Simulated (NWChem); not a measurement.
System meant: BiH3; SMILES [BiH3]

Input file for NWChem:

```
start job
memory heap 200 mb stack 900 mb global 1100 mb
geometry units angstroms noautoz
  Bi     0.000000     0.000000     0.020811
  H     -1.336399    -0.595332    -1.004646
  H      1.183772    -0.859689    -1.004646
  H      0.152627     1.455021    -1.004646
end
basis spherical
  * library def2-svp
end
ecp
  Bi library def2-ecp
end
dft
  odft
  mult 2
  xc pbe0
  iterations 150
  mulliken
end
task dft energy
```

End of the output:

```
 Summary of "ao basis" -> "" (spherical)
 ------------------------------------------------------------------------------
       Tag                 Description            Shells   Functions and Types
 ---------------- ------------------------------  ------  ---------------------
 *                          def2-svp                  on all atoms

                                 NWChem DFT Module
                                 -----------------

 Summary of "ao basis" -> "ao basis" (spherical)
 ------------------------------------------------------------------------------
       Tag                 Description            Shells   Functions and Types
 ---------------- ------------------------------  ------  ---------------------
 Bi                         def2-svp                10       26   4s4p2d
 H                          def2-svp                 3        5   2s1p

 Summary of "ao basis" -> "ao basis" (spherical)
 ------------------------------------------------------------------------------
       Tag                 Description            Shells   Functions and Types
 ---------------- ------------------------------  ------  ---------------------
 Bi                         def2-svp                10       26   4s4p2d
 H                          def2-svp                 3        5   2s1p

      Symmetry analysis of basis
      --------------------------

        a1         14
        a2          1
        e          26

  Rotation of axis
  number of electrons :                   26
  multiplicity        :                    2
 ------------------------------------------------------------------------
  no. of electrons and multiplicity not compatible                  26
 ------------------------------------------------------------------------
 ------------------------------------------------------------------------
  current input line :
    22: task dft energy
 ------------------------------------------------------------------------
 ------------------------------------------------------------------------
 There is an error in the input file
 ------------------------------------------------------------------------
 For more information see the NWChem manual at https://nwchemgit.github.io

0: no. of electrons and multiplicity not compatible:Received an Error in Communication
```

**Question.** Find the fault in this run and fix the input.

**Answer.** The input was rejected before any calculation. Cause: the multiplicity doesn't fit the number of electrons (an even count wants an odd multiplicity, and the reverse). This input runs:
```
start job
memory heap 200 mb stack 900 mb global 1100 mb
geometry units angstroms noautoz
  Bi     0.000000     0.000000     0.020811
  H     -1.336399    -0.595332    -1.004646
  H      1.183772    -0.859689    -1.004646
  H      0.152627     1.455021    -1.004646
end
basis spherical
  * library def2-svp
end
ecp
  Bi library def2-ecp
end
dft
  xc pbe0
  iterations 150
  mulliken
end
task dft energy
```
It converges to -216.38896 Ha (PBE0/def2-SVP with def2 effective core potentials on Bi).
